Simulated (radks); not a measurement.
Values are calculated unless marked as measured or tabulated.
Problem. These are the eigenvalues of the occupied orbitals of an atom or ion with whole-number occupations (eV). Code: a radial shooting solver on a logarithmic mesh with Libxc functionals. Model: Dirac Kohn-Sham, PBE, spin-unpolarised, spherical densities, finite nucleus; Fermi nuclear charge, rms radius of each element as measured or else 0.836 A^(1/3) + 0.57 fm.

1s1/2: -450.8257
2s1/2: -68.1239

Which element is it, and in what charge state? The configuration may be excited. Open shells, if any, fill j = l - 1/2 first.

Solution. Z = 7, nitrogen, charge +3: N3+ in [He] 2s2. The 1s level, -16.568 hartree, gives Z - s = 5.8 by -(Z - s)^2/2, which with screening and relativity narrows Z to a few neighbours, and the depths must fix Z and the occupations together.
